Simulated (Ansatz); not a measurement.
Gas-phase electronic energies from Ansatz, PBE0-D4/def2-TZVP geometries. CBS: MP2 limit from def2 TZ/QZ plus the TZ coupled-cluster correction, frozen cores. This one scheme is used for every species. DFT in def2-TZVPP. One conformer a species, not always the lowest.

`F[SiH2]C[SiH2]Cl` + CH₃OH → `COC[SiH2]F` + `[SiH3]Cl`  (substitution at a C–Si bond)

CCSD(T)/CBS gives +119.8 kJ/mol.

Q: Another level gave +106.8 kJ/mol. Which?
A. MP2/def2-TZVPP
B. r2SCAN/def2-TZVPP
C. HF/def2-TZVPP
D. PBE-D4/def2-TZVPP

A: C. HF/def2-TZVPP 106.8, PBE-D4 111.0, r2SCAN 115.5, MP2/def2-TZVPP 124.1 kJ/mol.

Largest T1 diagnostic among the species: 0.011.

In def2-TZVPP, CCSD(T) changes the Hartree–Fock value by +8.6 kJ/mol (the triples alone add +0.2 kJ/mol) and MP2 by +17.3 kJ/mol. From PBE to PBE0 (25 % exact exchange), in def2-TZVPP and without D4, ΔE moves by +5.9 kJ/mol.
